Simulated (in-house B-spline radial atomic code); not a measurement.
## RPA and G0W0 on LDA VWN5: Mg+

Configuration [Ne] 3s1, highest spin, mean-field start LDA VWN5. Computed with an all-electron radial atomic-structure program (B-spline basis): all electrons, scalar-relativistic (spin-free one-electron X2C), finite nucleus, each spin shell either full or empty, empty states to l = 9 with an (l + 1/2)⁻⁴ tail; G0W0 by contour deformation at full frequency.

RPA overbinds a lone outer s electron by self-correlation, and G0W0 tends to as well.

Command:
```bash
python run_gw.py task.json out
```
Settings (radii: box in bohr, nucleus in fm):
```
Z                        12
electrons                11
configuration            [Ne] 3s1
hamiltonian              x2c
method                   lda,vwn
lmax                     9
rms_radius               3.057
spin_polarised           True
box_radius               23.78
intervals                72
ion_configuration        [He] 2s2 2p6
```

Run time, properties included: 4.1 s on 1 thread of Arm Neoverse N1, with other jobs on the host.

Energies (hartree):

```json
{"term": "mean-field total", "value": "-199.16049"}
{"term": "Hartree-Fock functional on these orbitals", "value": "-199.66384"}
{"term": "direct second order", "value": "-0.74832"}
{"term": "second-order exchange", "value": "0.27858"}
{"term": "SOSEX correction", "value": "0.24801"}
```

**Question.** What is the RPA correlation energy, and what remains with SOSEX?

**Answer.** RPA gives -0.64454 hartree (-1.59 eV per electron); RPA + SOSEX gives -0.39653, and the second-order doubles -0.46974 hartree (no singles). SOSEX takes back 38 % of the RPA value.

Quasi-particle levels (eV):

| level | occupied | mean field | Σx - vxc | Σc | QP weight | G0W0 |
| --- | --- | --- | --- | --- | --- | --- |
| 3s up | yes | -12.001 | -2.82 | ? | ? | ? |
| 3s down | no | -10.585 | 4.60 | -1.88 | 0.861 | -7.862 |

G0W0 = mean field + (Σx - vxc) + Σc, with Σc (partial-wave tail included) taken at the quasi-particle energy. Only the outer levels were computed. Levels of low weight are left out.

**Question.** Where does G0W0 put 3s up?

**Answer.** At -15.634 eV, with Σc = -0.82 eV and a quasi-particle weight of 0.915. The tabulated removal energy is 15.035 eV (NIST, measured); the calculation leaves out spin-orbit coupling, Breit and QED terms, and what these don't explain is the method's own error.

**Question.** What does it cost to remove one electron (to [He] 2s2 2p6) by differences of total energies, each species on its own start (correlation terms add to the Hartree-Fock functional)?

**Answer.** LDA VWN5 15.376 eV, Hartree-Fock functional 14.682 eV, + RPA 15.617 eV, + RPA + SOSEX 14.979 eV, + second order 15.106 eV. Tabulated: 15.035 eV (NIST, measured); the calculation leaves out spin-orbit coupling, Breit and QED terms, and what these don't explain is the method's own error.
